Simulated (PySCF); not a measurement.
H2, SMILES [H][H]. The structure is a stationary point at B3LYP-D3(BJ)/def2-TZVPD.

PySCF with TDA-LC-ωPBE/def2-TZVPD puts the lowest singlet excitations at 12.63, 13.71, 13.71, 15.64, 17.22, 17.22 eV and the lowest triplet (TDA) at 10.22 eV.

What are the lowest singlet roots from EOM-CCSD/aug-cc-pVDZ run with PySCF? (The exact figures need the calculation; the answer reports its results.)

12.63, 13.08, 15.69, 15.69, 16.19, 20.04 eV; triplets 10.47, 12.41, 14.06 eV. S1 differs by -0.01 eV (second minus first; roots are paired by order, and the bases may differ).
